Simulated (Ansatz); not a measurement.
CH6B2, SMILES `BBC` (charge 0, multiplicity 1).

Cartesian coordinates (Å):
SMILES: BBC
```xyz
9

B      1.6172    -0.0374    -0.0438
B      0.0740     0.5090    -0.1090
C     -1.2472    -0.3028     0.0959
H      2.2556    -0.0359     0.9737
H      2.1985    -0.4287    -1.0194
H     -0.0612     1.6888    -0.3387
H     -1.9006    -0.1614    -0.7734
H     -1.8014     0.1399     0.9336
H     -1.1349    -1.3713     0.2811
```
Charge 0, multiplicity 1.

Frozen-core energies in 6-31g from Ansatz (an electronic-structure program) at a geometry from PBE0-D3(BJ)/def2-TZVP; the HF reference has <S^2> = 0.00 and the T1 diagnostic is 0.010.

```json
[
 {"level": "HF", "energy (Ha)": "-90.65017"},
 {"level": "MP2", "energy (Ha)": "-90.84147"},
 {"level": "CCSD", "energy (Ha)": "-90.88086"}
]
```

Question: Estimate the energies of CCSD(T), CCSDT and CCSDT(Q), and give each level's difference from CCSDT(Q).

Answer: 
| level | energy (Ha) | difference from CCSDT(Q) (mHa) |
|---|---|---|
| MP2 | -90.84147 | 45.30 |
| CCSD | -90.88086 | 5.90 |
| CCSD(T) | -90.88574 | 1.02 |
| CCSDT | -90.88658 | 0.18 |
| CCSDT(Q) | -90.88676 | 0.00 |
